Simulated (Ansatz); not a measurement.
Relaxation of CH6ClNOSi2 (12 atoms, charge 0, multiplicity 1), to a largest force component of 0.02 eV/Å in at most 50 steps.

Level of theory: RKS BHLYP-D4/def2-SVP in Ansatz 0.2.0.

```xyz
12
Properties=species:S:1:pos:R:3
Si -0.365 -2.431 0.226
N -0.368 -0.650 0.209
C 0.605 -0.140 -0.424
O 0.925 1.196 -0.526
Si -0.127 2.350 0.092
Cl 0.746 4.154 -0.412
H -0.426 -2.839 -1.191
H -1.573 -2.820 0.951
H 0.835 -2.856 0.895
H 1.452 -0.684 -0.904
H -1.488 2.345 -0.490
H -0.139 2.320 1.611
```

Problem. Where does it end, and by what steps?

Solution. The forces met the threshold. After 16 steps the energy has fallen by 0.422 eV; H9 moved furthest, 1.15 Å.

```csv
step,energy less start (eV),largest force component (eV/Å),accepted
0,0.0000,1.575,yes
1,-0.1249,2.403,yes
2,-0.3240,0.735,yes
3,-0.3546,0.150,yes
4,-0.3582,0.403,yes
5,-0.3661,0.250,yes
6,-0.3722,0.163,yes
7,-0.3769,0.207,yes
8,-0.3831,0.282,yes
9,-0.3934,0.235,yes
10,-0.4126,0.325,yes
11,-0.4041,0.920,no
12,-0.4183,0.097,yes
13,-0.4211,0.071,yes
14,-0.4219,0.141,yes
15,-0.4222,0.104,yes
16,-0.4225,0.011,yes
```

```xyz
12
Properties=species:S:1:pos:R:3
Si -0.396 -2.258 0.306
N -0.080 -0.568 0.066
C 0.666 -0.037 -0.789
O 0.815 1.277 -0.860
Si -0.059 2.204 0.260
Cl 0.458 4.134 -0.220
H 0.350 -3.091 -0.676
H -1.844 -2.503 0.147
H 0.015 -2.634 1.675
H 1.260 -0.558 -1.551
H -1.501 2.049 0.048
H 0.394 1.931 1.627
```

Whether the end is a true minimum wasn't checked by a vibrational analysis.

The run took 82 s on 2 threads of Arm Neoverse V1, on a shared host, peak memory 0.32 GiB.
